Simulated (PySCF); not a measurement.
GaHClBr, SMILES [Br][GaH][Cl]. Heavy atoms are numbered as in [GaH:1]([Cl:3])[Br:4]. Hydrogens are named by the atom that carries them.

Geometry optimised at TPSSh-D3(BJ)/def2-SVP.

All values below come from HF/pcSseg-2 (PySCF).

GIAO shieldings, no solvent; atoms alike by connectivity are averaged. δ = σ(ref) − σ: ¹H against TMS (σ = 31.98 ppm); ³⁵Cl against HCl (σ = 947.2 ppm), references at their B3LYP-D3(BJ)/def2-TZVP geometries, non-relativistic (without spin–orbit terms, shifts of atoms bonded to Cl or Br come out too high).

Computed chemical shifts:
| nucleus | atoms | count | δ (ppm) |
|---|---|---|---|
| ¹H | H on Ga1 | 1 | 5.87 |
| ³⁵Cl | Cl3 | 1 | 13.7 |
